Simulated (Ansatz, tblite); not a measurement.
Removing an electron: SnH3(NHEt) (C2H9NSn). The state is a singlet with charge 0. Geometry: PBE-D4/def2-SVP. Ansatz, gas phase; energy differences of separate SCF runs; the oxidised species was run as a doublet alone.

```tsv
atom	x (Å)	y (Å)	z (Å)
Sn1	1.5067	-1.1667	-0.7868
H2	2.2616	-2.6208	-0.2407
H3	0.5305	-1.5054	-2.1908
H4	2.6543	0.0673	-1.1670
N5	0.4977	-0.4365	0.8689
C6	-0.2273	0.8262	0.7818
C7	-1.5295	0.8131	-0.0277
H8	-0.0843	-1.1648	1.3030
H9	-0.4510	1.1768	1.8175
H10	0.4612	1.5928	0.3598
H11	-1.3450	0.5387	-1.0882
H12	-2.0274	1.8057	-0.0164
H13	-2.2475	0.0737	0.3867
```

In the def2 sets Sn takes a core potential; there is no spin–orbit coupling. The xTB rows come from tblite.

| level | −HOMO (eV) | vertical IE (eV) | −LUMO (eV) | HOMO–LUMO gap (eV) |
| --- | --- | --- | --- | --- |
| PBE-D4/def2-TZVP | 5.18 | 8.33 | 0.93 | 4.24 |
| r2SCAN-D4/def2-TZVP | 5.43 | 8.28 | 0.57 | 4.86 |
| PBE0-D4/def2-TZVP | 6.50 | 8.39 | 0.13 | 6.37 |

**Question.** Estimate the rows for GFN1-xTB, GFN2-xTB.

**Answer.** 
```
   level  −HOMO (eV)  vertical IE (eV)  −LUMO (eV)  HOMO–LUMO gap (eV)
GFN1-xTB       10.46             13.83        5.49                4.97
GFN2-xTB       10.03             13.40        5.74                4.29
```

Relaxing the oxidised species (PBE-D4/def2-SVP) changes its energy by -0.55 eV at PBE-D4/def2-TZVP, so the adiabatic ionisation energy to this nearest minimum is 7.78 eV. At PBE0-D4/def2-TZVP it is 7.79 eV.   Raw xTB energy differences between charge states are shifted by several eV; the methods need an empirical correction for them.
